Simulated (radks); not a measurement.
The nuclear charge of neutral zirconium is varied continuously with 40 electrons held in [Kr] 4d2 5s2. Method: scalar-relativistic Kohn-Sham, PBE, spin-unpolarised, spherical densities, point nucleus; computed with a radial shooting solver on a logarithmic mesh with Libxc functionals. By the Hellmann-Feynman theorem dE/dZ = E(electron-nucleus)/Z, the electronic potential at the nucleus. The scalar-relativistic energy here is not variational (the density holds large components alone), so the two differ by a part that grows with Z.

| Z | E (hartree) | E(electron-nucleus)/Z (hartree) | HOMO | e(HOMO) (eV) | <r> HOMO (bohr) |
|---|---|---|---|---|---|
| 39.8 | -3555.26604 | -215.142 | 4d | -2.012 | 2.453 |
| 39.9 | -3576.86142 | -215.880 | 4d | -2.783 | 2.370 |
| 40 | -3598.53102 | -216.618 | 4d | -3.599 | 2.298 |
| 40.1 | -3620.27478 | -217.355 | 4d | -4.457 | 2.233 |
| 40.2 | -3642.09264 | -218.092 | 4d | -5.354 | 2.174 |
| 40.3 | -3663.98457 | -218.828 | 4d | -6.288 | 2.121 |
| 40.4 | -3685.95051 | -219.564 | 5s | -7.074 | 3.462 |
| 40.5 | -3707.99046 | -220.300 | 5s | -7.788 | 3.404 |
| 40.6 | -3730.10437 | -221.035 | 5s | -8.522 | 3.348 |
| 40.7 | -3752.29223 | -221.770 | 5s | -9.276 | 3.294 |
| 40.8 | -3774.55402 | -222.505 | 5s | -10.050 | 3.243 |
| 40.9 | -3796.88973 | -223.240 | 5s | -10.843 | 3.194 |
| 41 | -3819.29935 | -223.975 | 5s | -11.654 | 3.147 |

The central difference of E at Z = 40 is -217.067 hartree, to compare with the third column; the second derivative is -7.42 hartree.
